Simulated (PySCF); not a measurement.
## Vibration and rotation of KS

UHF-CCSD(T) constants of KS, ²Π (doublet), unpaired electrons π ↑ (PySCF, no relativity, basis sets K def2-SVPD, S def2-SVPD; masses 38.9637 and 31.9721 u):

```
ωe              : 238.6 cm⁻¹
ωexe            : 1.01 cm⁻¹
Be              : 0.11246 cm⁻¹
αe              : 0.000693 cm⁻¹
D (centrifugal) : 1e-07 cm⁻¹
De to K + S     : 2.41 eV
```

Give the vibrational terms G(v) and spacings up to v = 6.

G(v) = ωe(v+½) − ωexe(v+½)².

```csv
v,G(v) (cm⁻¹),G(v) − G(v−1),Bv (cm⁻¹)
0,119.0,,0.1121
1,355.6,236.6,0.1114
2,590.2,234.6,0.1107
3,822.7,232.5,0.1100
4,1053.2,230.5,0.1093
5,1281.7,228.5,0.1086
6,1508.2,226.5,0.1080
```

How well does the Morse estimate ωe²/(4ωexe) reproduce De, and what is D0?

It gives 1.75 eV, 72 % of the computed De. D0 = De − G(0) = 2.41 − 0.01 = 2.40 eV.

Correlated steps freeze 10 core orbitals. Correlated levels converge slowly with the basis: in double zeta they bind strong bonds too weakly, by up to about 1 eV, and carry superposition errors of some tenths. The state is the lowest determinant that a PBE0 search found; another state may lie lower at other levels.
